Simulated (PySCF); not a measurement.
Si(F)(Cl)(vinyl)(NH2) (C2H5ClFNSi), SMILES [Si](Cl)(F)(N)C=C. Geometry: PBE-D3(BJ)/def2-SVP. This is a generated structure with no PubChem entry under its InChIKey; it may be hypothetical. The values are those of a single conformer.

Calculation: PBE-D3(BJ)/def2-SVP (PySCF).

Harmonic wavenumbers (cm⁻¹): 81, 144, 167, 189, 257, 284, 302, 376, 397, 498, 554, 682, 815, 834, 909, 961, 977, 1006, 1230, 1366, 1478, 1621, 3053, 3085, 3150, 3496, 3597. Rotational constants (GHz): 2.745, 1.679, 1.513; symmetry number 1.

### Question
Work out the zero-point energy and the ideal-gas rigid-rotor harmonic-oscillator thermochemistry at 298.15 K and 1 atm.

### Answer
ZPE = ½ Σ hcν = ½ × 31510 cm⁻¹ = 45.05 kcal/mol. H − E(el) = 50.85 kcal/mol. Entropy in cal/(mol K): translation 40.40, rotation 28.22, vibration 20.38, total 89.00. G − E(el) = 24.32 kcal/mol. Cp = 30.27 cal/(mol K). Modes under 150 cm⁻¹ make the vibrational entropy uncertain.
